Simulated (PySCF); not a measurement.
PySCF was given this input:
```python
from pyscf import gto, scf, dft
from pyscf.prop import polarizability

mol = gto.M(
    atom='''
N    -0.000000   -0.000000   -1.172245
N    -0.000000   -0.000000   -0.066547
O     0.000000    0.000000    1.083943
''',
    basis='6-31g',
    charge=0,
    spin=0,
    verbose=4,
)

mf = dft.RKS(mol)
mf.xc = 'b3lyp'
mf.kernel()
alpha = mf.Polarizability().polarizability()[2, 2]
print('alpha_zz =', alpha)
```

**Question.** What does this run give for the number of basis functions, Mulliken (on the basis functions themselves) charges in atom order, polarisability along z, HOMO-LUMO gap, nuclear repulsion energy?

**Answer.** 
| Item | Result |
|---|---|
| number of basis functions | 27 |
| Mulliken (on the basis functions themselves) charges in atom order | N1 0.03, N2 0.33, O3 -0.36 |
| polarisability along z | 27.2 bohr³ |
| HOMO-LUMO gap | 8.96 eV |
| nuclear repulsion energy | 62.3431 Eh |
